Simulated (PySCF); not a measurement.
# Mayer bond orders and bond lengths

Compound: C2H11PSSi2.
Atom-mapped SMILES: `[CH3:1][SiH2:2][Si@@H:3]([PH2:4])[S:5][CH3:6]` (hydrogens: H7, H8, H9 on C1; H10, H11 on Si2; H12 on Si3; H13, H14 on P4; H15, H16, H17 on C6)

Structure used (GFN2-xTB), in Å, numbered top down from 1:
```xyz
17
C2H11PSSi2 angstrom
C     -2.180   -1.656    0.236
Si    -0.320   -1.332    0.422
Si     0.082    0.875   -0.245
P     -1.695    2.159    0.245
S      1.753    1.752    0.806
C      3.008    0.498    0.413
H     -2.484   -1.608   -0.807
H     -2.754   -0.909    0.778
H     -2.461   -2.633    0.616
H      0.083   -1.595    1.811
H      0.428   -2.288   -0.410
H      0.459    1.020   -1.667
H     -2.418    1.669   -0.826
H     -1.276    3.265   -0.467
H      3.129    0.428   -0.663
H      3.934    0.829    0.870
H      2.707   -0.461    0.825
```

Bond orders from the PBE0/pcSseg-1 density (PySCF). One conformer (not necessarily the lowest) at the GFN2-xTB geometry, without solvent, vibrations or thermal averaging.

(1) How far do the computed orders between heavy atoms stray from the drawn ones?

(2) Give the Mayer order of every bond between heavy atoms, beside its length.

(3) And the bonds to hydrogen?

(4) Sum the orders of all bonds at each heavy atom with more than one neighbour and set the sums beside the valence in the SMILES.

Results:

(1) The largest departure is 0.158, at Si2–Si3 (drawn single, 0.842). Drawn single, order below 0.88: Si2–Si3 (0.842).

(2) 
```csv
bond,drawn as,length (Å),Mayer order
C1–Si2,single,1.897,0.961
Si2–Si3,single,2.341,0.842
Si3–P4,single,2.246,1.008
Si3–S5,single,2.159,0.956
S5–C6,single,1.817,1.000
```

(3) C–H: 0.94 to 0.96 (6 bonds); H–Si: 0.88 to 0.94 (3 bonds); H–P: 0.92 to 0.93 (2 bonds).

(4) C1 3.826 (drawn 4), Si2 3.667 (drawn 4), Si3 3.685 (drawn 4), P4 2.861 (drawn 3), S5 1.956 (drawn 2), C6 3.845 (drawn 4). Orders between atoms that aren't bonded are not in these sums.

The Mayer order sums products of elements of PS (density times overlap matrix) between the two atoms' basis functions, so it depends on the basis set.

The run behind these numbers computed NMR shieldings as well. The run took 31 s wall on an Arm Neoverse V1 with one thread, shared host, and the process peaked at 0.80 GiB of memory.
